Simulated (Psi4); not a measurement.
BCl2 (SMILES Cl[B]Cl), doublet, geometry from GFN2-xTB; CCSD(T)/6-31G* in Psi4.

The Psi4 input:
```
memory 2 GB

molecule {
0 2
B    -0.01065557    0.71135712   -0.06266828
Cl    1.48570467   -0.08446017   -0.01439496
Cl   -1.48257068   -0.12476251    0.03282680
}

set {
  basis 6-31g*
  reference uhf
  freeze_core true
  mp2_type conv
  scf_type pk
  puream true
  d_convergence 1e-8
}

energy('ccsd(t)')
print_variables()
```

The log (banner, timings and long lists left out):

```
   => Loading Basis Set <=

    Name: 6-31G*
    Role: ORBITAL
    Keyword: BASIS

         ---------------------------------------------------------
                                   SCF
               by Justin Turney, Rob Parrish, Andy Simmonett
                          and Daniel G. A. Smith
                              UHF Reference
         ---------------------------------------------------------

  ==> Geometry <==

    Molecular point group: c2v
    Full point group: C2v

    Geometry (in Angstrom), charge = 0, multiplicity = 2:

       Center              X                  Y                   Z               Mass
    ------------   -----------------  -----------------  -----------------  -----------------
         B           -0.000000000000     0.000000000000     0.707800819500    11.009305360000
         CL           1.484462253364     0.000000000000    -0.111419088107    34.968852682000
         CL          -1.484462253364    -0.000000000000    -0.111419088107    34.968852682000

  Running in c2v symmetry.

  Rotational constants: A =      2.64074  B =      0.10938  C =      0.10503 [cm^-1]
  Rotational constants: A =  79167.27985  B =   3279.19696  C =   3148.77134 [MHz]
  Nuclear repulsion =  104.568880808059305

  Charge       = 0
  Multiplicity = 2
  Electrons    = 39
  Nalpha       = 20
  Nbeta        = 19

  ==> Algorithm <==

  SCF Algorithm Type is PK.
  DIIS enabled.
  MOM disabled.
  Fractional occupation disabled.
  Guess Type is SAD.
  Energy threshold   = 1.00e-08
  Density threshold  = 1.00e-08
  Integral threshold = 1.00e-12

  ==> Primary Basis <==

  Basis Set: 6-31G*
    Blend: 6-31G*
    Number of shells: 22
    Number of basis functions: 50
    Number of Cartesian functions: 53
    Spherical Harmonics?: true
    Max angular momentum: 2

  ==> Integral Setup <==

  Using in-core PK algorithm.
   Calculation information:
      Number of atoms:                   3
      Number of AO shells:              22
      Number of primitives:             69
      Number of atomic orbitals:        53
      Number of basis functions:        50

      Integral cutoff                 1.00e-12
      Number of threads:                 1

  Performing in-core PK
  Using 1626900 doubles for integral storage.
  We computed 29649 shell quartets total.
  Whereas there are 32131 unique shell quartets.

  ==> DiskJK: Disk-Based J/K Matrices <==

    J tasked:                  Yes
    K tasked:                  Yes
[...]
  @UHF Final Energy:  -943.66088716634408
    Total Energy =                       -943.6608871663440823
[...]
      8   2  24   0        -0.0217859564
      3   1  24  25        -0.0210578341
      8   1  24   1        -0.0194442713
      4   3  11  12        -0.0187716562

    SCF energy       (wfn)                    = -943.660887166344082
    Reference energy (file100)                = -943.660887166351358

    Opposite-spin MP2 correlation energy      =   -0.227690115765753
    Same-spin MP2 correlation energy          =   -0.085967768904726
    Singles MP2 correlation energy            =   -0.000000000000000
    MP2 correlation energy                    =   -0.313657884670479
      * MP2 total energy                      = -943.974545051021892

    Opposite-spin CCSD correlation energy     =   -0.259153419553820
    Same-spin CCSD correlation energy         =   -0.083531246942733
    Singles CCSD correlation energy           =    0.000000000000000
    CCSD correlation energy                   =   -0.342684666496553
      * CCSD total energy                     = -944.003571832847911

            **************************
            *                        *
            *        CCTRIPLES       *
            *                        *
            **************************

    Wave function   =    CCSD_T
    Reference wfn   =      UHF

    Nuclear Rep. energy (wfn)                =  104.568880808059305
    SCF energy          (wfn)                = -943.660887166344082
    Reference energy    (file100)            = -943.660887166351358
    CCSD energy         (file100)            =   -0.342684666496553
    Total CCSD energy   (file100)            = -944.003571832847911

    Number of ijk index combinations:
    Spin Case AAA:                                  84
    Spin Case BBB:                                  56
    Spin Case AAB:                                 288
    Spin Case ABB:                                 252
    AAA (T) energy                             =   -0.000328483350471
    BBB (T) energy                             =   -0.000247775568310
    AAB (T) energy                             =   -0.005155635350045
    ABB (T) energy                             =   -0.004500869622402
    (T) energy                                   =   -0.010232763891229
      * CCSD(T) total energy                     = -944.013804596739192

  Variable Map:
  ----------------------------------------------------------------------------
[...]
  Array Variable Map:
  ----------------------------------------------------------------------------
[...]
[...]
```
